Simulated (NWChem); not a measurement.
Species: SiAsH3OF2; SMILES O[Si](F)(F)[AsH2]

```xyz
8

O      1.5479     1.4240    -0.0448
Si     0.0162     0.8441    -0.0048
F     -0.8249     1.4473    -1.2461
F     -0.7401     1.4011     1.3105
As    -0.0740    -1.4855    -0.0445
H      1.6733     2.3792    -0.0280
H      1.0198    -1.5562     1.0145
H      0.9439    -1.5156    -1.1785
```
Atoms are numbered in this order, from 1.

Results from NWChem. STO-3G and 3-21G are far too small for this property and stand as cheap habits. Structure relaxed at the PBE0/def2-SVP level. GIAO values for the isolated, static molecule; σ is the absolute isotropic shielding, δ = σ(reference) − σ with the isolated reference molecule computed at the same levels (19F: trichlorofluoromethane, 1H: tetramethylsilane, 17O: water, 29Si: tetramethylsilane).

For level Hartree-Fock/STO-3G:

- δ O1 (ppm): -78.3
- δ Si2 (ppm): 20.7
- δ F3 (ppm): -158.1
- σ As5 (ppm): 2644.9
- δ H6 (ppm): -2.28
- δ H7 (ppm): 0.40

What are these values for level PBE/pcSseg-1?

The δ O1 (ppm) is 84.0 and the δ Si2 (ppm) is -21.3. The δ F3 (ppm) is -123.6 and the σ As5 (ppm) is 1945.0. The δ H6 (ppm) is 2.63 and the δ H7 (ppm) comes out as 1.94.
